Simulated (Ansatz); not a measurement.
BH3S (SMILES BS) moved off its minimum; all values from Ansatz (a first-principles code), cores frozen in correlated methods.
(charge 0, multiplicity 1)
```xyz
5

B     -0.78130    -0.90875     0.17533
H     -0.39052    -1.93438     0.55416
H     -1.84424    -0.70135    -0.11704
S      0.41747     0.35623    -0.06497
H     -0.39961     1.38448    -0.41638
```

### Question
Give the forces (eV/Å), the total energy and the dipole at CCSD(T)/aug-cc-pV(T+d)Z.

### Answer

| atom | Fx | Fy | Fz |
|---|---|---|---|
| B1 | 1.204 | 0.088 | -0.026 |
| H2 | 0.242 | -0.626 | 0.258 |
| H3 | -1.897 | 0.255 | -0.288 |
| S4 | 0.218 | 0.707 | 0.033 |
| H5 | 0.234 | -0.425 | 0.023 |
Energy -424.3379 hartree, dipole 0.83 D.
